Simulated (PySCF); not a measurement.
Species: CH₁₀NSi₃ (doublet state).
Cartesian coordinates in Å at the GFN2-xTB level; atoms count from 1:
```
atom  x, y, z in Å
N1     1.6146    1.4962    0.0244
Si2    1.9250   -0.2017    0.1009
Si3    0.0063   -1.2024    0.8819
C4    -1.4872   -0.8496   -0.2468
Si5   -1.9243    0.9920   -0.3457
H6     1.1757    1.9519    0.8081
H7     2.3175    2.1036   -0.3657
H8     2.3205   -0.5292   -1.2747
H9     3.1013   -0.5475    0.9271
H10    0.1672   -2.6639    0.9936
H11   -0.3756   -0.7656    2.2388
H12   -2.3574   -1.4089    0.1047
H13   -1.2734   -1.2196   -1.2500
H14   -2.9799    1.2855   -1.3148
H15   -2.2347    1.5671    0.9624
```

Structure optimised with GFN2-xTB, isolated species. This method treats the open shell by occupation alone, without spin polarisation.

Take the most abundant isotopes and a rigid rotor. The values belong to one conformer with, in the numbering `[NH2:1][SiH2:2][SiH2:3][CH2:4][SiH2:5]`, H–N1–Si2–Si3 47° and -175°, N1–Si2–Si3–C4 59°, Si2–Si3–C4–Si5 -63°, Si3–C4–Si5–H 174° and -59°.

Task: Give the principal moments of inertia and the rotational constants in MHz.

Result: Ia = 165.48, Ib = 340.12, Ic = 462.69 u·Å²; 505379 MHz·u·Å²/I gives A = 3054, B = 1486, C = 1092 MHz.

Task: Classify the top.

Result: An asymmetric top; Ray's κ = -0.599.

Task: Is it planar, by Δ = Ic − Ia − Ib?

Result: Not planar: Δ = Ic − Ia − Ib = -42.91 u·Å². For a rigid frame Δ = −2 Σ m c², so Σ m c² = 21.46 u·Å² lies off the ab plane: 12.82 from hydrogen and 8.64 from heavier atoms. The atom farthest from that plane is 1.78 Å away.

Task: Give the other two planar moments, Paa and Pbb, and the rms extents of the mass along the axes.

Result: Paa = Σ m a² = (Ib + Ic − Ia)/2 = 318.67 and Pbb = Σ m b² = (Ia + Ic − Ib)/2 = 144.02 u·Å². With the mass M = 120.01 u, the rms extents √(P/M) along a, b and c are 1.63, 1.10, 0.42 Å.

Task: List the rotational levels J(Ka,Kc) to J = 4 (cm⁻¹).

Result: Above 0(0,0):
J = 1: 1(0,1) 0.0860, 1(1,1) 0.1383, 1(1,0) 0.1514
J = 2: 2(0,2) 0.2558, 2(1,2) 0.2972, 2(1,1) 0.3366, 2(2,1) 0.4935, 2(2,0) 0.4957
J = 3: 3(0,3) 0.5055, 3(1,3) 0.5342, 3(1,2) 0.6128, 3(2,2) 0.7515, 3(2,1) 0.7620, 3(3,1) 1.0471, 3(3,0) 1.0474
J = 4: 4(0,4) 0.8306, 4(1,4) 0.8482, 4(1,3) 0.9779, 4(2,3) 1.0938, 4(2,2) 1.1232, 4(3,2) 1.3949, 4(3,1) 1.3964, 4(4,1) 1.8037, 4(4,0) 1.8037
Those of J = 1 are B + C, A + C and A + B.

For this open shell read J as N, the rotation without spin; fine and hyperfine splittings come on top. Whether it is a minimum is left open (no frequencies). Constants of a rigid frame at the computed geometry: no zero-point averaging, no centrifugal distortion.
